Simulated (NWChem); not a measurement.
# GeH$_{3}$F; SMILES [F][GeH3]

```xyz
5

Ge     0.0000     0.0000    -0.2775
F      0.0000     0.0000     1.4664
H     -0.4332    -1.4064    -0.7170
H      1.4345     0.3281    -0.7170
H     -1.0014     1.0783    -0.7170
```
Atoms are numbered in this order, from 1.

Structure relaxed at the PBE0/def2-SVP level.

Task: List the 4 lowest vertical singlet excitations from CAM-B3LYP/def2-SVPD, TDA (NWChem).

Result: 
```
state  energy (eV)  oscillator strength  leading excitation (squared amplitude)
-----  -----------  -------------------  --------------------------------------
S1            7.86                0.000                      HOMO → LUMO (0.95)
S2            7.86                0.000                    HOMO−1 → LUMO (0.95)
S3            8.95                0.163                    HOMO → LUMO+1 (0.93)
S4            8.95                0.163                  HOMO−1 → LUMO+1 (0.93)
```
